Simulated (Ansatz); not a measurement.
Single points on Na₂Pb⁻.

```yaml
crystal:
  periodic: [false, false, false]
  atoms:
    - {symbol: Na, position_ang: [1.842728, -0.819221, -0.615333]}
    - {symbol: Na, position_ang: [-1.235041, -0.195999, 1.697030]}
    - {symbol: Pb, position_ang: [-0.607686, 1.015220, -1.081696]}
basis:
  gaussian: {orbitals: def2-TZVPD, initial_orbitals: start.molden}
total_charge: -1
magnetization: {spin_polarized: true, initial_magnetization: 1}
hamiltonian: {xc: pbe, dispersion: d4}
scf: {omitted_lower_state_checks: [starts]}
output: {orbitals: {seedname: orbitals}}
```

The file start.molden holds the orbitals of an earlier run on this structure, at another level or in another basis.

```sh
$ ansatz run in.yaml --threads 4 --pin off --events-out ev --progress --plain --max-ram 3916MiB
```

Output, abridged:

```
Functional definition: PBE
1032 factors; their error is unknown
mean field evaluation 1: about -14076.6963 eV, gradient 4.9e0 eV
mean field evaluation 2: about -14076.7713 eV, gradient 2.0e-1 eV
mean field evaluation 4: about -14076.7602 eV, gradient 6.4e-2 eV
mean field evaluation 8: about -14076.7607 eV, gradient 2.7e-5 eV
mean field -14076.76070343 eV, -517.3114142800 hartree, gradient 1.0e-5 eV, S^2 1.002231; 0 other end points of the search recorded, 0 dependent functions left out
reference -14076.76074998 eV, -517.3114159907 hartree; 23, 22 occupied and 103, 104 virtual orbitals, 1032 factors
Total energy: -14076.81187990 eV, -517.3132949805 hartree
Checks for a lower state left out: starts
```

Run time 1.4 s (4 threads of Intel Xeon Platinum 8488C on a shared host).

As the first input, with `gaussian: {orbitals: def2-SVPD, initial_orbitals: start.molden}` (abridged; 0.9 s):

```
Functional definition: PBE
mean field -14073.32236822 eV, -517.1850577916 hartree, gradient 1.6e-5 eV, S^2 1.028437
Total energy: -14073.37353609 eV, -517.1869381759 hartree
Checks for a lower state left out: starts
```

The first input with `hamiltonian: {xc: {name: revPBE}, dispersion: d4}` (abridged; 1.4 s):

```
Functional definition: revPBE
mean field -14082.13343586 eV, -517.5088585550 hartree, gradient 2.2e-5 eV, S^2 1.138241
Total energy: -14082.20734374 eV, -517.5115746193 hartree
Checks for a lower state left out: starts
```

As the first input, with `hamiltonian: {xc: {name: BHLYP}, dispersion: d4}` (abridged; 1.9 s):

```
Functional definition: BHLYP
mean field -14078.10499794 eV, -517.3608161919 hartree, gradient 1.4e-5 eV, S^2 1.458317
Total energy: -14078.22873734 eV, -517.3653635311 hartree
Checks for a lower state left out: starts
```

As the first input, with `gaussian: {orbitals: def2-SVPD, initial_orbitals: start.molden}`, `hamiltonian: {xc: pbe0, dispersion: d4}` (abridged; 1.2 s):

```
Functional definition: PBE0
mean field -14073.21413287 eV, -517.1810802159 hartree, gradient 2.3e-5 eV, S^2 1.431710
Total energy: -14073.25827616 eV, -517.1827024520 hartree
Checks for a lower state left out: starts
```

As the first input, with `hamiltonian: {xc: hse06, dispersion: d4}` (abridged; 1.7 s):

```
Functional definition: HSE06
mean field -14076.30981626 eV, -517.2948444820 hartree, gradient 2.7e-5 eV, S^2 1.368887
Total energy: -14076.35406803 eV, -517.2964707048 hartree
Checks for a lower state left out: starts
```

First input, but with `hamiltonian: {xc: {name: r2SCANh}, dispersion: d4}` (abridged; 2.9 s):

```
Functional definition: r2SCANh
mean field -14082.12373793 eV, -517.5085021628 hartree, gradient 2.4e-5 eV, S^2 1.619039
Total energy: -14082.13389974 eV, -517.5088756022 hartree
Checks for a lower state left out: starts
```

Geometry: PBE0-D4/def2-TZVPD.

In the def2 sets Pb takes a core potential; there is no spin–orbit coupling. HSE06 is defined as in plane-wave codes, on full-range PBE exchange. At PBE-D4/def2-TZVPD, PBE-D4/def2-SVPD, revPBE-D4/def2-TZVPD, BHLYP-D4/def2-TZVPD and others the charge -1 doublet is spin-contaminated (final ⟨S²⟩ up to 1.62, 0.75 for a pure state). At PBE-D4/def2-TZVPD, PBE-D4/def2-SVPD, revPBE-D4/def2-TZVPD, PBE0-D4/def2-SVPD and others the highest occupied level of the charge -1 doublet lies above zero (up to 0.46 eV). It is a level of β spin, whose loss leaves a triplet; that state wasn't run at this geometry and level. The electron is either unbound and held by the finite basis, or the level is raised by self-interaction error. The geometry of the doublet was relaxed on an unsound state (⟨S²⟩ 1.41, where a pure state has 0.75). The structure comes from a short search, and lower isomers may exist.
